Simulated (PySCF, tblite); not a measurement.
Breaking a bond: BeF, doublet.

Levels: ROHF/cc-pVDZ (PySCF); GFN2-xTB, 300 K electronic temperature (tblite); UKS-LDA (SVWN5) = unrestricted LDA (SVWN5)/cc-pVDZ (PySCF).

Energies are in eV, each relative to the lowest point of its own curve near equilibrium.

```json
[
 {"R / Å": "1.04", "ROHF": "4.758", "GFN2-xTB": "4.826", "UKS-LDA (SVWN5)": "4.565"},
 {"R / Å": "1.10", "ROHF": "2.869", "GFN2-xTB": "2.771", "UKS-LDA (SVWN5)": "2.744"},
 {"R / Å": "1.17", "ROHF": "1.443", "GFN2-xTB": "1.315", "UKS-LDA (SVWN5)": "1.372"},
 {"R / Å": "1.22", "ROHF": "0.794", "GFN2-xTB": "0.693", "UKS-LDA (SVWN5)": "0.750"},
 {"R / Å": "1.29", "ROHF": "0.255", "GFN2-xTB": "[?]", "UKS-LDA (SVWN5)": "0.236"},
 {"R / Å": "1.33", "ROHF": "0.093", "GFN2-xTB": "[?]", "UKS-LDA (SVWN5)": "0.084"},
 {"R / Å": "1.37", "ROHF": "[?]", "GFN2-xTB": "0.009", "UKS-LDA (SVWN5)": "0.010"},
 {"R / Å": "1.41", "ROHF": "0.000", "GFN2-xTB": "0.000", "UKS-LDA (SVWN5)": "0.000"},
 {"R / Å": "1.44", "ROHF": "0.026", "GFN2-xTB": "[?]", "UKS-LDA (SVWN5)": "0.027"},
 {"R / Å": "1.52", "ROHF": "0.210", "GFN2-xTB": "[?]", "UKS-LDA (SVWN5)": "0.209"},
 {"R / Å": "1.60", "ROHF": "0.513", "GFN2-xTB": "0.373", "UKS-LDA (SVWN5)": "0.504"},
 {"R / Å": "1.71", "ROHF": "1.042", "GFN2-xTB": "0.726", "UKS-LDA (SVWN5)": "1.012"},
 {"R / Å": "1.87", "ROHF": "1.908", "GFN2-xTB": "1.278", "UKS-LDA (SVWN5)": "1.830"},
 {"R / Å": "2.04", "ROHF": "2.833", "GFN2-xTB": "[?]", "UKS-LDA (SVWN5)": "2.685"},
 {"R / Å": "2.24", "ROHF": "3.841", "GFN2-xTB": "2.478", "UKS-LDA (SVWN5)": "3.585"}
]
```

### Question
Fill in the missing entries.

### Answer

- 1.29, GFN2-xTB: 0.208
- 1.33, GFN2-xTB: 0.072
- 1.37, ROHF: 0.014
- 1.44, GFN2-xTB: 0.021
- 1.52, GFN2-xTB: 0.159
- 2.04, GFN2-xTB: 1.853

The scan ran from 1.04 to 5.46 Å; beyond the distances shown one of the unrestricted levels run for this scan, shown here or not, changes its spin distribution in one step.
